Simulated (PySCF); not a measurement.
Molecule: SMILES C[SiH2]N[Si](C)(O)O, singlet. Atoms near the plane z = 0.0 Å, at the GFN2-xTB optimised geometry (x, y, z in Å): Si1 (1.0, 0.9, 0.0), C2 (2.8, 0.9, 0.0), C5 (-2.2, -1.3, -0.9), H8 (0.4, 2.3, 0.0), H10 (3.3, 1.4, -0.9), H11 (3.3, -0.1, 0.0), H12 (3.2, 1.4, 0.9), H15 (-2.2, -0.9, 0.2), H16 (-1.8, -2.3, -0.9).

Level of theory: CAM-B3LYP/def2-SVP (PySCF). Cells within 0.4 Å of a nucleus heavier than hydrogen are left out (blank, or x). The values are rescaled to run from 0 to 1.

```
|11111111111111111111111111111|
|11111111111111111111111111111|
|11111111111111111111111111111|
|11111111111111111111111111111|
|11111111111111111111111111111|
|11111111111111111111111111111|
|11111111111111232111111111111|
|11111000001112999322222211111|
|11100000000114999854332221111|
|11100000000124999998687421111|
|11100000001237999999999932111|
|1110000000135999xx999xx962111|
|1110000001236999xx999xx962111|
|11110001123469999999999962111|
|11111112333446999999999982211|
|11111125996333479996599983221|
|11111139999321123443359842222|
|11111139999321112222334332222|
|11111127996211111222222222222|
|11111113553211111122222222222|
|11111111233211111122222222222|
|11111111222211111122222222222|
|11111111122211111112222222222|
|11111111112211111112222222222|
|11111111111111111111122222221|
|11111111111111111111111221111|
|11111111111111111111111111111|
|11111111111111111111111111111|
|11111111111111111111111111111|
```
Scale: ten equal steps from 0.000 (start of '0') to 1.00 (end of '9'), in the order '0123456789'; x runs from -5.50 to 5.50, y from -5.50 (bottom) to 5.50 (top).

Task: Which quantity is mapped?
A) an orbital amplitude
B) electrostatic potential
C) electron localisation function
D) Laplacian of the electron density

Result: B, electrostatic potential. In full: electrostatic potential (hartree/e), clipped to [-0.08, 0.12].
